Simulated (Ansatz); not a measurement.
C₆H₁₄N (SMILES [CH2]CN(CC)CC), doublet, at a GFN2-xTB geometry; R2SCAN/pcseg-1 run with Ansatz (a program for electronic structure).

Here is a job for Ansatz.
Ansatz 0.2 input:
```yaml
crystal:
  periodic: [false, false, false]
  atoms:
    - {symbol: C, position_ang: [-0.78444055, 2.31390624, -0.21213019]}
    - {symbol: C, position_ang: [-0.92158376, 0.94288145, -0.72618139]}
    - {symbol: N, position_ang: [-0.04394399, 0.01269195, -0.03996213]}
    - {symbol: C, position_ang: [-0.37217413, -1.37418904, -0.32035186]}
    - {symbol: C, position_ang: [-1.54199866, -1.85935503, 0.53025707]}
    - {symbol: C, position_ang: [1.36117018, 0.32312723, -0.25379544]}
    - {symbol: C, position_ang: [2.21178958, -0.09019059, 0.94202307]}
    - {symbol: H, position_ang: [-1.05819233, 3.15268870, -0.82042225]}
    - {symbol: H, position_ang: [-0.49978019, 2.47238166, 0.80799615]}
    - {symbol: H, position_ang: [-0.76276961, 0.92885085, -1.82472144]}
    - {symbol: H, position_ang: [-1.95320338, 0.58673815, -0.56728675]}
    - {symbol: H, position_ang: [-0.59962097, -1.52657484, -1.39133346]}
    - {symbol: H, position_ang: [0.50113629, -1.98333989, -0.08050316]}
    - {symbol: H, position_ang: [-2.46403595, -1.34597804, 0.26894386]}
    - {symbol: H, position_ang: [-1.69149959, -2.92621058, 0.38228199]}
    - {symbol: H, position_ang: [-1.33130743, -1.67312532, 1.57960319]}
    - {symbol: H, position_ang: [1.74752037, -0.15271108, -1.17231933]}
    - {symbol: H, position_ang: [1.43569776, 1.40702297, -0.38063349]}
    - {symbol: H, position_ang: [3.24141303, 0.22568209, 0.79252063]}
    - {symbol: H, position_ang: [1.82551531, 0.37660703, 1.84369834]}
    - {symbol: H, position_ang: [2.20015840, -1.16795700, 1.08298302]}
basis:
  gaussian:
    orbitals: pcseg-1.json
    final_grid: {core_spheres: 6, valence_spheres: 12, degree: 29}
hamiltonian:
  xc: r2scan
magnetization: {spin_polarized: true, initial_magnetization: 1}
```
The basis file holds pcseg-1 in the JSON format of the Basis Set Exchange.

It wrote (shortened):

```
Functional definition: r2SCAN
1941 factors; their error is unknown
mean field evaluation 1: about -7915.0842 eV, gradient 5.7e1 eV
mean field evaluation 2: about -7898.4499 eV, gradient 8.0e1 eV
mean field evaluation 4: about -7931.9836 eV, gradient 4.7e0 eV
mean field evaluation 8: about -7932.0501 eV, gradient 1.3e-1 eV
mean field evaluation 16: about -7931.9027 eV, gradient 6.9e-4 eV
mean field -7931.90271156 eV, -291.4920482130 hartree, gradient 6.5e-5 eV, S^2 0.755644; 0 other end points of the search recorded, 0 dependent functions left out
reference -7931.90272735 eV, -291.4920487935 hartree; 29, 28 occupied and 139, 140 virtual orbitals, 1941 factors
Total energy: -7931.90272735 eV, -291.4920487935 hartree
```
